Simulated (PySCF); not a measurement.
# Computed spin Hamiltonian

Compound: C6H11O (doublet state).
Z-matrix (Å and degrees, GFN2-xTB geometry), rows numbered from 1:
```
C 
C   1  1.3777
C   2  1.3853  1  121.31
O   2  1.3642  1  124.84  3   179.35
C   4  1.4191  2  120.55  1     1.83
C   5  1.5261  4  106.28  2  -160.80
C   5  1.5295  4  111.18  2    78.38
H   1  1.0723  2  124.10  3  -179.91
H   1  1.0727  2  118.89  3    -0.75
H   3  1.0725  2  120.13  1   179.61
H   3  1.0716  2  120.76  1    -0.25
H   5  1.1001  4  109.64  2   -43.32
H   6  1.0861  5  110.05  4   179.14
H   6  1.0866  5  110.07  4    58.77
H   6  1.0866  5  109.79  4   -60.55
H   7  1.0867  5  110.05  4  -179.00
H   7  1.0872  5  109.58  4    61.12
H   7  1.0873  5  110.92  4   -58.41
```

The hyperfine couplings belong to this conformer and change with its torsions.

The species is `[CH2]C(=C)OC(C)C` [radical].

Computed, not measured: PySCF 2.14.0, UKS B3LYP, pcH-1 on C H O, non-relativistic, mean-field spin-orbit, GIAO. One conformer (not necessarily the lowest) at the GFN2-xTB geometry, without solvent, vibrations or thermal averaging. Couplings are sensitive to structure, and on GFN2-xTB geometries they can be far from those on DFT ones. No stability test was run, so a lower SCF solution isn't excluded. ⟨S²⟩ is 0.776 where a pure state has 0.75.

```json
{
 "g1, g2, g3": "2.00219, 2.00267, 2.00277",
 "g_iso": "2.00254",
 "Form of g": "rhombic: the two nearest values differ by 18 % of g3 − g1",
 "⟨S²⟩": "0.7758 (exact 0.7500)",
 "HOMO–LUMO gap, α and β orbitals": "6.65, 4.27 eV"
}
```

Isotropic coupling and dipolar principal values T1 to T3, in MHz; ρ(0) is the spin density at the nucleus:

| atom | isotope | a_iso | T1 | T2 | T3 | Mulliken spin population | ρ(0) (bohr⁻³) |
| --- | --- | --- | --- | --- | --- | --- | --- |
| C1 | 13C | 49.4 | -47.7 | -46.0 | 93.6 | 0.61 | 0.0439 |
| C2 | 13C | -50.4 | -27.0 | 11.5 | 15.5 | -0.23 | -0.0448 |
| C3 | 13C | 58.8 | -57.1 | -55.5 | 112.5 | 0.74 | 0.0523 |
| O4 | 17O | 4.7 | -5.5 | -4.1 | 9.7 | -0.02 | -0.0077 |
| C5 | 13C | -0.2 | -0.6 | -0.1 | 0.7 | 0.00 | -0.0002 |
| C6 | 13C | 0.0 | -0.2 | -0.1 | 0.3 | 0.00 | 0.0000 |
| C7 | 13C | 4.0 | -0.8 | -0.4 | 1.2 | 0.00 | 0.0036 |
| H8 | 1H | -38.3 | -23.6 | -0.2 | 23.8 | -0.03 | -0.0086 |
| H9 | 1H | -36.1 | -19.0 | -2.1 | 21.1 | -0.02 | -0.0081 |
| H10 | 1H | -45.4 | -27.9 | -0.4 | 28.2 | -0.03 | -0.0102 |
| H11 | 1H | -43.6 | -24.5 | -1.7 | 26.2 | -0.03 | -0.0098 |
| H12 | 1H | 0.2 | -2.2 | -1.7 | 4.0 | 0.00 | 0.0001 |
| H13 | 1H | 0.2 | -0.4 | -0.4 | 0.8 | 0.00 | 0.0000 |
| H14 | 1H | 0.0 | -0.6 | -0.4 | 1.1 | 0.00 | 0.0000 |
| H15 | 1H | 0.1 | -0.5 | -0.4 | 0.9 | 0.00 | 0.0000 |
| H16 | 1H | 0.5 | -0.8 | -0.6 | 1.4 | 0.00 | 0.0001 |
| H17 | 1H | 0.8 | -1.0 | -0.5 | 1.5 | 0.00 | 0.0002 |
| H18 | 1H | 1.0 | -2.4 | -1.8 | 4.1 | 0.00 | 0.0002 |

Largest spin populations (Mulliken): C3 (+0.74), C1 (+0.61) and C2 (-0.23). The positive populations add up to 1.36 and the negative ones to -0.36, together 2S = 1. The angles at C3 add up to 360.0°, so it is planar; its axial dipolar tensor and the negative couplings of its protons fit spin in a p orbital normal to that plane.

Axes: g3 points within 3° of the C1–H9 bond.

Under fast tumbling the dipolar parts average out, and these isotropic splittings remain: 1 × 1H (H10, I = 1/2, 2 lines) with 1.62 mT, 1 × 1H (H11, I = 1/2, 2 lines) with 1.56 mT, 1 × 1H (H8, I = 1/2, 2 lines) with 1.37 mT and 1 × 1H (H9, I = 1/2, 2 lines) with 1.29 mT.

H8 and H9 aren't averaged: C1 is flat or nearly so (angle sum 360°), and its turn about the short C1–C2 bond (1.38 Å) is taken as slow.

The 13C coupling of C3 (58.8 MHz) shows only in satellite lines or after enrichment, since that isotope makes up about 1.07 % of natural carbon.

Hardware: one thread of an Arm Neoverse V2 (shared host). Cost: 60 s (grids of density and orbitals included), 1.0 GiB resident at most.

The SMILES draws the unpaired electron on C1; the largest computed Mulliken spin population is on C3 (0.74 against 0.61).
